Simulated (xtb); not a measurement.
C₃H₅N₂ (SMILES c1c[nH+]c[nH]1), charge +1, singlet, from a rough starting geometry; GFN2-xTB run with xtb.

The xtb input:
```
$ xtb mol.xyz --gfn 2 --chrg 1 --opt vtight --json

# file mol.xyz
10

C      0.05519884    -1.15026935     0.11572591
C     -1.04158592    -0.51772279    -0.10320234
N     -0.69167583     0.80315076    -0.17483517
C      0.59446513     0.95134596     0.02518823
N      1.13161021    -0.27564755     0.28104124
H      0.20975777    -2.21893084     0.32192334
H     -2.01877206    -0.84964612    -0.28269322
H     -1.40008614     1.61497589    -0.40980819
H      1.15023184     1.90737395    -0.05614355
H      2.03591161    -0.42214829     0.43262803
```

Output, abridged:

```
   ID    Z sym.   atoms
    1    6 C      1, 2, 4
    2    7 N      3, 5
    3    1 H      6-10

           -------------------------------------------------
          |                Calculation Setup                |
           -------------------------------------------------

           -------------------------------------------------
          |                 G F N 2 - x T B                 |
           -------------------------------------------------

          ...................................................
          :                      SETUP                      :
          :.................................................:
          :  # basis functions                  25          :
          :  # atomic orbitals                  25          :
          :  # shells                           15          :
          :  # electrons                        26          :
          :  max. iterations                   250          :
          :  Hamiltonian                  GFN2-xTB          :
          :  restarted?                      false          :
          :  GBSA solvation                  false          :
          :  PC potential                    false          :
          :  electronic temp.          300.0000000     K    :
          :  accuracy                    1.0000000          :
          :  -> integral cutoff          0.2500000E+02      :
          :  -> integral neglect         0.1000000E-07      :
          :  -> SCF convergence          0.1000000E-05 Eh   :
          :  -> wf. convergence          0.1000000E-03 e    :
          :  Broyden damping             0.4000000          :
          :  net charge                          1          :
          :  unpaired electrons                  0          :
          ...................................................

 iter      E             dE          RMSdq      gap      omega  full diag
   1    -14.5272741 -0.145273E+02  0.464E+00    5.59       0.0  T
   2    -14.6261991 -0.989250E-01  0.302E+00    4.80       1.0  T
   3    -14.6330326 -0.683343E-02  0.180E+00    4.90       1.0  T
   4    -14.6324448  0.587798E-03  0.339E-01    5.03       1.0  T
   5    -14.6333235 -0.878703E-03  0.114E-01    4.90       1.0  T
   6    -14.6333859 -0.624315E-04  0.381E-02    4.92       1.0  T
   7    -14.6333877 -0.179137E-05  0.118E-02    4.92       2.7  T
   8    -14.6333878 -0.155924E-06  0.445E-03    4.92       7.1  T
   9    -14.6333879 -0.820324E-07  0.180E-03    4.92      17.6  T
  10    -14.6333879 -0.470541E-09  0.906E-04    4.92      34.9  T
  11    -14.6333879 -0.433296E-08  0.136E-04    4.92     232.7  T

   *** convergence criteria satisfied after 11 iterations ***

         :::::::::::::::::::::::::::::::::::::::::::::::::::::
         ::                     SUMMARY                     ::
         :::::::::::::::::::::::::::::::::::::::::::::::::::::
         :: total energy             -14.377940434070 Eh    ::
         :: gradient norm              0.233240366086 Eh/a0 ::
         :: HOMO-LUMO gap              4.922937464556 eV    ::
         ::.................................................::
         :: SCC energy               -14.633386162576 Eh    ::
         :: -> isotropic ES            0.105179090223 Eh    ::
         :: -> anisotropic ES         -0.013051430328 Eh    ::
         :: -> anisotropic XC          0.011764293711 Eh    ::
         :: -> dispersion             -0.004518973076 Eh    ::
         :: repulsion energy           0.255445728506 Eh    ::
         :: add. restraining           0.000000000000 Eh    ::
         :: total charge               1.000000000000 e     ::
         :::::::::::::::::::::::::::::::::::::::::::::::::::::

      -----------------------------------------------------------
     |                   =====================                   |
     |                        A N C O P T                        |
     |                   =====================                   |
[...]
 * total energy  :   -14.3779404 Eh     change       -0.5329781E-10 Eh
 * total energy  :   -14.3989722 Eh     change       -0.2103174E-01 Eh
 * total energy  :   -14.4015680 Eh     change       -0.2595795E-02 Eh
 * total energy  :   -14.4017555 Eh     change       -0.1875312E-03 Eh
 * total energy  :   -14.4018144 Eh     change       -0.5891023E-04 Eh
 * total energy  :   -14.4018328 Eh     change       -0.1836717E-04 Eh
 * total energy  :   -14.4018429 Eh     change       -0.1007210E-04 Eh
 * total energy  :   -14.4018449 Eh     change       -0.2042000E-05 Eh
 * total energy  :   -14.4018452 Eh     change       -0.3409165E-06 Eh
 * total energy  :   -14.4018453 Eh     change       -0.4850155E-07 Eh
   *** GEOMETRY OPTIMIZATION CONVERGED AFTER 10 ITERATIONS ***
         :: total energy             -14.401845284542 Eh    ::
[...]
        10        2.0000           -0.6987520             -19.0140
        11        2.0000           -0.6873796             -18.7046
        12        2.0000           -0.6865084             -18.6808
        13        2.0000           -0.6228604             -16.9489 (HOMO)
        14                         -0.4443182             -12.0905 (LUMO)
        15                         -0.4025961             -10.9552
        16                         -0.2002860              -5.4501
        17                         -0.1500761              -4.0838
        18                         -0.0779453              -2.1210
        19                         -0.0300516              -0.8177
        20                         -0.0289208              -0.7870
        21                          0.0228152               0.6208
        22                          0.0504183               1.3720
        23                          0.1913682               5.2074
        24                          0.3443751               9.3709
        25                          0.4364239              11.8757
      -------------------------------------------------------------
                  HL-Gap            0.1785422 Eh            4.8584 eV
             Fermi-level           -0.5335893 Eh          -14.5197 eV

     #   Z          covCN         q      C6AA      α(0)
     1   6 C        3.055     0.013    27.664     8.626
     2   6 C        3.055     0.013    27.664     8.626
     3   7 N        2.840     0.009    21.091     6.821
     4   6 C        3.050     0.076    26.267     8.406
     5   7 N        2.841     0.009    21.091     6.821
     6   1 H        0.926     0.131     1.527     1.932
     7   1 H        0.926     0.131     1.527     1.932
     8   1 H        0.860     0.239     0.926     1.507
     9   1 H        0.926     0.138     1.473     1.898
    10   1 H        0.860     0.239     0.926     1.507

 Mol. C6AA /au·bohr⁶  :        924.279706
 Mol. C8AA /au·bohr⁸  :      21495.237805
 Mol. α(0) /au        :         48.075342

Wiberg/Mayer (AO) data.
largest (>0.10) Wiberg bond orders for each atom

 ---------------------------------------------------------------------------
     #   Z sym  total        # sym  WBO       # sym  WBO       # sym  WBO
 ---------------------------------------------------------------------------
     1   6 C    3.944 --     2 C    1.602     5 N    1.239     6 H    0.957
     2   6 C    3.944 --     1 C    1.602     3 N    1.239     7 H    0.957
     3   7 N    3.685 --     4 C    1.392     2 C    1.239     8 H    0.917
     4   6 C    3.945 --     5 N    1.392     3 N    1.392     9 H    0.949
     5   7 N    3.685 --     4 C    1.392     1 C    1.239    10 H    0.917
     6   1 H    0.983 --     1 C    0.957
     7   1 H    0.983 --     2 C    0.957
     8   1 H    0.943 --     3 N    0.917
     9   1 H    0.981 --     4 C    0.949
    10   1 H    0.943 --     5 N    0.917
 ---------------------------------------------------------------------------

Topologies differ in total number of bonds
Writing topology from bond orders to xtbtopo.mol

molecular dipole:
                 x           y           z       tot (Debye)
 q only:        0.233       0.352       0.025
   full:        0.327       0.509       0.023       1.537
molecular quadrupole (traceless):
                xx          xy          yy          xz          yz          zz
 q only:        4.334      -1.331       2.828       2.338      -1.462      -7.162
  q+dip:        6.061      -2.463       3.308       3.221      -1.999      -9.369
   full:        5.241      -2.217       2.761       2.779      -1.718      -8.002

optimized geometry written to: xtbopt.xyz

           -------------------------------------------------
          | TOTAL ENERGY              -14.401845284542 Eh   |
          | GRADIENT NORM               0.000082386451 Eh/α |
          | HOMO-LUMO GAP               4.858381411245 eV   |
           -------------------------------------------------
```
